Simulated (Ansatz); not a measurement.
V(NH2)3 (VN₃H₆). Total charge 0; triplet. Geometry PBE-D4/def2-SVP, basis def2-TZVP, Ansatz.

Cartesian coordinates in Å:
```
V 0.0538 -0.2304 0.2863
N 0.7753 1.4580 0.5269
H 0.7537 2.2599 -0.1155
H 1.2762 1.7310 1.3841
N -1.7947 -0.3153 0.4734
H -2.3174 0.3069 1.1027
H -2.4612 -0.7600 -0.1683
N 1.0216 -1.3214 -0.8676
H 2.0407 -1.2475 -0.9774
H 0.6519 -1.8814 -1.6446
```

```csv
run,HOMO (eV),LUMO (eV)
A,-3.47,-2.37
B,-5.22,-1.10
C,-8.53,1.35
D,-3.98,-1.91
E,-5.59,-0.83
F,-8.16,0.39
```

LC-ωPBE has ω = 0.4 bohr⁻¹. B3LYP takes the VWN-RPA correlation.

HOMO and LUMO are taken over both spins.

Q: The runs used B3LYP, LC-ωPBE, LDA (SPW92), PBE0, r2SCAN, ωB97M-V. Estimate which is which.

A: A LDA (SPW92) (0 % exact exchange); B B3LYP (20 % exact exchange); C LC-ωPBE (range-separated); D r2SCAN (0 % exact exchange); E PBE0 (25 % exact exchange); F ωB97M-V (range-separated). Exact exchange lowers occupied and raises empty levels; among semilocal functionals meta-GGAs tend to open the gap a little, and such runs are hard to tell apart. The gap grows from 1.09 eV (LDA (SPW92)) to 9.88 eV (LC-ωPBE).
